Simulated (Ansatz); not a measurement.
Coupled-cluster diagnostics for B6Os⁻, Ansatz.

Geometry of the doublet (PBE-D4/def2-SVPD):

```xyz
7

Os    1.4865   -0.9864    0.2004
B     0.3199    0.8025    0.4621
B    -1.3194    0.2565    0.5492
B    -0.7192    0.8631   -0.9200
B    -0.3951   -0.7178   -0.4580
B     0.8294    0.4123   -1.1782
B    -0.2021   -0.6302    1.3444
```

In the def2 sets Os takes a core potential; there is no spin–orbit coupling. Correlated methods freeze 6 core orbitals; core or outer-core shells of Os are correlated, in sets that lack core-valence functions. Another isomer (doublet) lies 0.97 eV lower at PBE0-D4/def2-TZVPD; other spin states weren't run for this one.

Task: Estimate the CCSD(T) correlation energy, the shares of MP2 and (T), T1 and the reference's ⟨S²⟩ for: charge -1, doublet, own geometry in def2-SVPD; and the rough time on 4 threads of Intel Xeon on a shared host.

Result: 
| state | basis | correlation (eV) | MP2 share (%) | (T) share (%) | T1 | ⟨S²⟩ (pure) | wall time | remarks |
| --- | --- | --- | --- | --- | --- | --- | --- | --- |
| charge -1, doublet, own geometry | def2-SVPD | -27.451 | 96.1 | 7.9 | 0.078 | 2.78 (0.75) | 5.4 min | large T1, spin-contaminated |
Customary marks for T1 are 0.02 (closed shells), 0.045 (open shells) and about 0.05 (3d metals). T1 exceeds 0.02 in 1 of 1 rows and 0.045 in 1; the higher it lies, the less the single-reference result can be trusted.
